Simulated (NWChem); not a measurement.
Species: CH2BNO; SMILES O=C=NB

```xyz
6

B     -0.7886    -1.6414     0.6283
H     -0.1927    -2.3041     1.4437
H     -1.8648    -1.9818     0.1982
N     -0.2154    -0.4440     0.1686
C      0.2731     0.5770    -0.2236
O      0.7486     1.5708    -0.6053
```
Atoms are numbered in this order, from 1.

Results from NWChem. Coordinates come from a PBE0/def2-SVP optimisation. B3LYP is NWChem's, with the RPA form of VWN correlation. Field at 589 nm.

For level B3LYP/def2-SVPD:

```
Quantity            Result
------------------  ------
anisotropy (bohr³)    39.5
```

Q: What are these values for level B3LYP/aug-cc-pVDZ?

A: anisotropy (bohr³): 40.5
